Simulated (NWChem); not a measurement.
# Si₃H₇, doublet; SMILES [SiH3][SiH][SiH3]

In the optimisation the excess spin sits in a' (Cs, its own frame).

Task: Give the equilibrium geometry at PBE0/def2-SVP, spin-unrestricted (NWChem) as an XYZ file, with the point group.

Result: point group Cs; any orientation.
```
10

Si     0.3515    -0.0028     1.9923
Si    -0.8513     0.1625     0.0000
Si     0.3515    -0.0028    -1.9923
H      0.8550    -1.3930     2.2349
H      1.5253     0.9208     1.9208
H     -0.5143     0.3948     3.1447
H     -2.1145    -0.6436     0.0000
H      0.8550    -1.3930    -2.2349
H     -0.5143     0.3948    -3.1447
H      1.5253     0.9208    -1.9208
```
